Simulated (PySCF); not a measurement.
TcOCl4 (doublet state).
Geometry (PBE0-D3(BJ)/def2-SVP, Å), atoms numbered from 1 in this order:
```
atom  x, y, z in Å
Tc1    0.000    0.000    0.155
O2     0.001   -0.004    1.769
Cl3    2.179    0.003   -0.481
Cl4   -0.002    2.181   -0.475
Cl5   -2.180   -0.001   -0.480
Cl6    0.002   -2.178   -0.487
```

Theory: PBE0-D3(BJ)/def2-SVP geometry optimisation, gas phase, def2 core potentials past Kr (PySCF).

(1) Which atoms are bound to Tc1, and at what distances?

(2) List the angles at Tc1.

(3) What is the shape at Tc1?

(4) What are the rotational constants (commonest isotopes, rigid rotor)?

Answers

(1) 5 atoms: O2 1.614 Å, Cl6 2.270 Å, Cl3 2.270 Å, Cl5 2.270 Å, Cl4 2.270 Å.

(2) 
```
      angle  degrees  distance of the outer atoms (Å)
Cl3–Tc1–Cl5    147.5                             4.36
Cl4–Tc1–Cl6    147.5                             4.36
 O2–Tc1–Cl6    106.3                             3.13
 O2–Tc1–Cl5    106.3                             3.13
 O2–Tc1–Cl4    106.3                             3.13
 O2–Tc1–Cl3    106.3                             3.13
Cl3–Tc1–Cl4     85.5                             3.08
Cl4–Tc1–Cl5     85.5                             3.08
Cl3–Tc1–Cl6     85.5                             3.08
Cl5–Tc1–Cl6     85.5                             3.08
```

(3) Square pyramidal: τ5 = (β − α)/60° = 0.00 from the two widest angles, 147.5° and 147.5° (0 for a square pyramid, 1 for a trigonal bipyramid).

(4) A = 1219, B = 1219, C = 760.6 MHz: an oblate symmetric top.

Point group: C4v (tolerance 0.08 Å). Charge 0, doublet. ⟨S²⟩ = 0.757 (exact for a doublet: 0.75). No frequency check.

Hardware: one thread of an x86-64 server (shared host). Cost: 58 s wall. This is the geometry optimisation.

For an open-shell metal species like this, the optimisation's SCF solution wasn't tested for stability and no frequencies at its level were run, so a lower state or another shape may exist.
